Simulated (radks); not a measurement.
Question: The table gives one normalised radial function P(r) = r R(r) (large component) of Ni4+ in [Ar] 3d6 (r in bohr). All-electron calculation, Dirac Kohn-Sham, LDA (Slater exchange, Perdew-Wang correlation), spin-unpolarised, spherical densities, point nucleus; open shells fill j = l - 1/2 first. Program: a radial shooting solver on a logarithmic mesh with Libxc functionals.

r,P
0.002272,0.0033
0.00323,0.0066
0.004593,0.0131
0.006584,0.0262
0.009362,0.0507
0.01331,0.0967
0.01908,0.1829
0.02713,0.3302
0.03889,0.5773
0.05529,0.9363
0.07862,1.3942
0.1127,1.8560
0.1602,2.0888
0.2297,1.8838
0.3266,1.2660
0.4643,0.5722
0.6656,0.1456
0.9464,0.0183
1.346,0.0009
1.929,0.0000
2.743,0.0000

Which n and l does it have? It may be an empty orbital.

Answer: n = 2, l = 1: the number of nodes gives n - l - 1 = 0, the rise at small r points to l (this Dirac orbital starts as r^gamma with gamma = sqrt((l + 1)^2 - (Z/c)^2) = 1.99; the j = 3/2 orbital of l + 1 starts with the same power, but with a smaller coefficient, and then steepens), and the extent must fit the shell. The curve is that of 2p3/2; the two j differ most near the nucleus, where j = l - 1/2 has the larger amplitude, and in heavy atoms j = l - 1/2 is also the more compact. 2p3/2: eigenvalue -902.97 eV, 0 radial nodes, <r> = 0.217 bohr, 90 % of the charge inside 0.354 bohr.
